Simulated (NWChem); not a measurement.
Molecule: CH$_{4}$F$_{2}$OSi; SMILES F[Si@H](O)CF

```xyz
9

O      1.5662     0.7450    -0.2116
Si     0.0438     0.4863     0.3556
F     -0.9706     1.6446    -0.1687
C     -0.7198    -1.1135    -0.2895
F      0.0674    -2.1912     0.0618
H      1.7421     0.6174    -1.1481
H      0.1302     0.5515     1.8297
H     -1.7362    -1.2526     0.1224
H     -0.8298    -1.0829    -1.3899
```
Atoms are numbered in this order, from 1.

Program: NWChem. Pople sets run with spherical d functions. Medium grid unless said otherwise, to which SCAN and Minnesota functionals are sensitive. Coordinates come from a PBE0/def2-SVP optimisation. Hybrids' shares of exact exchange are those that their runs print; pure functionals count as 0. The functionals differ in more than this share.

| row | share of exact exchange | orbital gap (eV) |
|---|---|---|
| PBE/6-31G* | 0.00 | 6.76 |
| revPBE/6-31G* | 0.00 | 6.84 |
| TPSSh/6-31G* | 0.10 | withheld |
| B3LYP/6-31G* | 0.20 | 8.90 |
| r2SCAN0/6-31G* | 0.25 | 9.96 |
| PW6B95/6-31G* | 0.28 | 9.54 |
| MN15/6-31G* | 0.44 | 10.80 |

Task: Fit a straight line of the last column on the one before it, predict the withheld value, and compare with the run.

Result: 
1. Means of the 6 shown rows: x = 0.195, y = 8.800. Slope Σ(x − x̄)(y − ȳ)/Σ(x − x̄)² = 1.397/0.1464 = 9.547; intercept 6.938.
2. The shown rows scatter about the line by 0.308 (root mean square); the largest residual is +0.64, at r2SCAN0/6-31G*.
3. At x = 0.10 (TPSSh/6-31G*; inside the shown range) the line gives 7.89.
4. The run gives 8.19, +0.30 from the line, 1.0 times the scatter.
